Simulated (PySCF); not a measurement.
Species: CH₈BNO.
Z-matrix (Å and degrees, PBE0-D3(BJ)/def2-SVP geometry), rows numbered from 1:
```
N 
B   1  1.6309
C   2  1.6149  1  101.37
O   3  1.4438  2  109.31  1   -48.30
H   1  1.0198  2  112.77  3   -80.46
H   1  1.0180  2  114.42  3   154.57
H   1  1.0338  2  102.02  3    35.48
H   2  1.2246  1  108.97  3   123.23
H   2  1.2326  1  104.45  3  -115.81
H   3  1.1055  2  113.03  1  -171.91
H   3  1.1054  2  113.11  1    68.10
H   4  0.9643  3  105.95  2   -67.17
```

Computed with PySCF 2.14.0, PBE0-D3(BJ)/def2-SVP geometry optimisation, gas phase.

Masses are those of the commonest isotopes; rigid-rotor values at the optimised geometry. The values belong to one conformer with, in the numbering `[NH3+:1][BH2-:2][CH2:3][OH:4]`, N1–B2–C3–O4 -48°, B2–C3–O4–H -67°.

Task: Give the principal moments of inertia and the rotational constants in MHz.

Result: Ia = 42.66, Ib = 92.00, Ic = 115.97 u·Å²; 505379 MHz·u·Å²/I gives A = 11847, B = 5493, C = 4358 MHz.

Task: Classify the top.

Result: An asymmetric top: κ = (2 × 5493 − 11847 − 4358)/(11847 − 4358) = -0.70.

Task: Is it planar, by Δ = Ic − Ia − Ib?

Result: Not planar: Δ = Ic − Ia − Ib = -18.69 u·Å². For a rigid frame Δ = −2 Σ m c², so Σ m c² = 9.35 u·Å² lies off the ab plane: 6.94 from hydrogen and 2.41 from heavier atoms. The atom farthest from that plane is 1.52 Å away.

Task: Give the other two planar moments, Paa and Pbb, and the rms extents of the mass along the axes.

Result: Paa = Σ m a² = (Ib + Ic − Ia)/2 = 82.66 and Pbb = Σ m b² = (Ia + Ic − Ib)/2 = 33.31 u·Å². With the mass M = 61.07 u, the rms extents √(P/M) along a, b and c are 1.16, 0.74, 0.39 Å.

Task: List the rotational levels J(Ka,Kc) to J = 4 (MHz).

Result: Above 0(0,0):
J = 1: 1(0,1) 9851, 1(1,1) 16205, 1(1,0) 17340
J = 2: 2(0,2) 29414, 2(1,2) 34772, 2(1,1) 38178, 2(2,1) 57241, 2(2,0) 57380
J = 3: 3(0,3) 58425, 3(1,3) 62541, 3(1,2) 69341, 3(2,2) 86794, 3(2,1) 87475, 3(3,1) 121485, 3(3,0) 121496
J = 4: 4(0,4) 96550, 4(1,4) 99427, 4(1,3) 110703, 4(2,3) 126090, 4(2,2) 128050, 4(3,2) 161138, 4(3,1) 161212, 4(4,1) 209369, 4(4,0) 209369

Task: Predict some low-J microwave lines.

Result: The dipole components are |μa| = 2.29 D, |μb| = 3.11 D, |μc| = 0.40 D. Intensities carry the squares of the components, which stand as 0.54 : 1.00 : 0.02 (a : b : c). Some of the stronger lines:

```csv
type,branch,"J(Ka,Kc)",MHz,lower level (cm⁻¹)
a,Q,"2(1,1) ← 2(1,2)",3405,1.160
a,Q,"3(1,2) ← 3(1,3)",6800,2.086
a,R,"1(0,1) ← 0(0,0)",9851,0.000
b,R,"3(1,2) ← 2(2,1)",12100,1.909
a,R,"2(0,2) ← 1(0,1)",19563,0.329
a,R,"2(1,1) ← 1(1,0)",20837,0.578
b,R,"3(0,3) ← 2(1,2)",23653,1.160
b,Q,"3(2,2) ← 3(1,3)",24253,2.086
b,R,"2(1,2) ← 1(0,1)",24921,0.329
a,R,"3(1,3) ← 2(1,2)",27769,1.160
a,R,"3(0,3) ← 2(0,2)",29011,0.981
a,R,"3(2,1) ← 2(2,0)",30096,1.914
b,R,"3(1,3) ← 2(0,2)",33127,0.981
b,Q,"3(3,1) ← 3(2,2)",34691,2.895
b,R,"2(2,1) ← 1(1,0)",39900,0.578
b,R,"2(2,0) ← 1(1,1)",41174,0.541
b,R,"3(2,1) ← 2(1,2)",52703,1.160
b,R,"3(3,0) ← 2(2,1)",64255,1.909
```

Whether it is a minimum is left open (no frequencies). Zero-point vibration and centrifugal distortion are left out. A rigid rotor knows nothing of internal rotation, which can split or shift real lines. Quadrupole hyperfine structure (11B, 14N) is left out.

On Arm Neoverse V1, one thread, shared host with 32 logical CPUs at a one-minute load of 30, this took 25 s of wall time and 0.39 GiB of memory at its peak. These figures are those of the optimisation.
